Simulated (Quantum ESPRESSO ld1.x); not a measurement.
Values are calculated unless marked as measured or tabulated.
Problem. Ionisation of Cu7+, [Ar] 3d4, to Cu8+, [Ar] 3d3, under several functionals. Scalar-relativistic Kohn-Sham, spin-unpolarised, spherical densities, point nucleus; ld1.x of Quantum ESPRESSO 7.5. Known Delta-SCF values: PBE 165.56 eV; exchange-only LDA 163.72 eV; LDA (Slater exchange, Gunnarsson-Lundqvist correlation) 166.38 eV. What does LDA (Slater exchange, VWN5 correlation) give, and what is its highest occupied eigenvalue?

Solution. 165.88 eV by Delta-SCF; the 3d eigenvalue is -150.81 eV. NIST: 166 eV (theoretical).

Beside tabulated values, note that spin-unpolarised runs miss the spin-polarisation part of the exchange energy of open shells.
